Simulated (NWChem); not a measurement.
System: silicon monosulfide (SiS, singlet); SMILES [Si]=S

Input file for NWChem:

```
start job
memory heap 200 mb stack 900 mb global 1100 mb
geometry units angstroms noautosym nocenter noautoz
  Si     0.000000     0.000000     1.031651
  S      0.000000     0.000000    -0.898310
end
basis spherical
  * library def2-svp
end
dft
  xc xpbe96 cpbe96
  iterations 150
end
cosmo
  do_cosmo_smd true
  solvent water
end
task dft energy
```

Low-valent species are run as closed-shell singlets; no triplet was tried in these runs. Coordinates come from a PBE0-D3(BJ)/def2-TZVP optimisation. Solvent: water.

Level: PBE/def2-SVP with SMD (1 M gas to 1 M solution), gas-phase geometry. Reactions with the solvent are ignored.

Question: Give the results of this calculation. (PBE/def2-SVP, SMD on the gas-phase geometry.) Quantities: solvation free energy (kcal/mol); cavity-dispersion-structure term (kcal/mol); dipole in solution (D).

Answer: 
| Property | Result |
|---|---|
| solvation free energy (kcal/mol) | -1.4 |
| cavity-dispersion-structure term (kcal/mol) | -0.4 |
| dipole in solution (D) | 1.79 |
